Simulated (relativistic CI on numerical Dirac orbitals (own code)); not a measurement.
Pr²⁺ (4f3) in a crystal field

Calculated by Dirac-Coulomb-Breit CI, orbitals from a KLI potential per configuration, QED by a radiative potential, valence Slater integrals scaled by 0.7, one configuration in a parametric crystal field (own radial code).

Field parameters in Wybourne normalisation; cubic f-shell fields have B⁴₄ = √(5/14) B⁴₀ and B⁶₄ = −√(7/2) B⁶₀. The field is a parameter set, without covalency.

S and J are read from ⟨S²⟩ = S(S + 1) and ⟨J²⟩ = J(J + 1) of each level; they are not fictitious spins.

C2v, B20 = -410, B22 = 100, B40 = 560, B42 = -30, B44 = 240, B60 = -70, B62 = 90, B64 = -240, B66 = -320 cm⁻¹, the lowest 16 levels:

| E (cm⁻¹) | Degeneracy | S | J |
| --- | --- | --- | --- |
| 0.0 | 2 | 1.48 | 4.51 |
| 42.0 | 2 | 1.48 | 4.51 |
| 100 | 2 | 1.47 | 4.50 |
| 144 | 2 | 1.47 | 4.50 |
| 201 | 2 | 1.47 | 4.50 |
| 1396 | 2 | 1.49 | 5.50 |
| 1421 | 2 | 1.49 | 5.50 |
| 1464 | 2 | 1.49 | 5.50 |
| 1485 | 2 | 1.49 | 5.50 |
| 1508 | 2 | 1.49 | 5.50 |
| 1514 | 2 | 1.49 | 5.50 |
| 2829 | 2 | 1.50 | 6.50 |
| 2853 | 2 | 1.50 | 6.50 |
| 2897 | 2 | 1.50 | 6.50 |
| 2929 | 2 | 1.50 | 6.50 |
| 2949 | 2 | 1.50 | 6.50 |

Principal g values of the ground doublet: 0.19, 0.64, 5.44.

Oh, B40 = -260, B60 = 490 cm⁻¹, the lowest 10 levels:

| E (cm⁻¹) | Degeneracy | Irrep | S | J |
| --- | --- | --- | --- | --- |
| 0.0 | 4 | Γ8 | 1.48 | 4.52 |
| 178 | 4 | Γ8 | 1.47 | 4.52 |
| 347 | 2 | Γ6 | 1.47 | 4.52 |
| 1459 | 2 | Γ7 | 1.49 | 5.51 |
| 1497 | 4 | Γ8 | 1.49 | 5.51 |
| 1512 | 2 | Γ6 | 1.49 | 5.50 |
| 1591 | 4 | Γ8 | 1.49 | 5.49 |
| 2882 | 2 | Γ7 | 1.50 | 6.50 |
| 2922 | 4 | Γ8 | 1.50 | 6.51 |
| 2941 | 2 | Γ6 | 1.50 | 6.50 |

D3d, B20 = 380, B40 = -730, B43 = 620, B60 = -70, B63 = 140, B66 = -240 cm⁻¹, the lowest 10 levels:

| E (cm⁻¹) | Degeneracy | Irrep | S | J |
| --- | --- | --- | --- | --- |
| 0.0 | 2 | Γ4 | 1.48 | 4.50 |
| 42.2 | 2 | Γ5+Γ6 | 1.48 | 4.50 |
| 96.6 | 2 | Γ4 | 1.47 | 4.51 |
| 169 | 2 | Γ4 | 1.47 | 4.50 |
| 188 | 2 | Γ5+Γ6 | 1.47 | 4.50 |
| 1403 | 2 | Γ5+Γ6 | 1.49 | 5.50 |
| 1418 | 2 | Γ4 | 1.49 | 5.50 |
| 1430 | 2 | Γ4 | 1.49 | 5.50 |
| 1498 | 2 | Γ4 | 1.49 | 5.50 |
| 1515 | 2 | Γ5+Γ6 | 1.49 | 5.50 |

Principal g values of the ground doublet: 2.55, 2.55, 2.93.

D3h, B20 = 540, B40 = 160, B60 = -90, B66 = 250 cm⁻¹, the lowest 10 levels:

```tsv
E (cm⁻¹)	Degeneracy	S	J
0.0	2	1.48	4.50
25.4	2	1.48	4.50
93.4	2	1.47	4.50
111	2	1.47	4.50
122	2	1.47	4.50
1370	2	1.49	5.50
1410	2	1.49	5.50
1440	2	1.49	5.50
1463	2	1.49	5.50
1464	2	1.49	5.50
```

Principal g values of the ground doublet: 0.00, 0.00, 5.98.

Oh, B40 = 650, B60 = 280 cm⁻¹, the lowest 10 levels:

```json
{"E (cm⁻¹)": "0.0", "Degeneracy": "4", "Irrep": "Γ8", "S": "1.48", "J": "4.51"}
{"E (cm⁻¹)": "155", "Degeneracy": "2", "Irrep": "Γ6", "S": "1.47", "J": "4.51"}
{"E (cm⁻¹)": "188", "Degeneracy": "4", "Irrep": "Γ8", "S": "1.47", "J": "4.50"}
{"E (cm⁻¹)": "1419", "Degeneracy": "2", "Irrep": "Γ7", "S": "1.49", "J": "5.50"}
{"E (cm⁻¹)": "1450", "Degeneracy": "4", "Irrep": "Γ8", "S": "1.49", "J": "5.50"}
{"E (cm⁻¹)": "1512", "Degeneracy": "4", "Irrep": "Γ8", "S": "1.49", "J": "5.50"}
{"E (cm⁻¹)": "1521", "Degeneracy": "2", "Irrep": "Γ6", "S": "1.49", "J": "5.50"}
{"E (cm⁻¹)": "2847", "Degeneracy": "2", "Irrep": "Γ7", "S": "1.50", "J": "6.50"}
{"E (cm⁻¹)": "2881", "Degeneracy": "4", "Irrep": "Γ8", "S": "1.50", "J": "6.50"}
{"E (cm⁻¹)": "2959", "Degeneracy": "4", "Irrep": "Γ8", "S": "1.50", "J": "6.50"}
```

The next free-ion level lies 1363 cm⁻¹ above the lowest; the field splits the ground level into components whose J stays near 9/2 as long as their spread is small against that gap.

Levels of this model without a field, named by their leading LS term (the scale mimics covalency, so terms lie below those of the real free ion): 4I°_9/2 0, 4I°_11/2 1363, 4I°_13/2 2810, 4I°_15/2 4309, 2H°_9/2 8855, 4F°_3/2 9029, 4F°_5/2 9775, 4S°_3/2 10380 cm⁻¹.
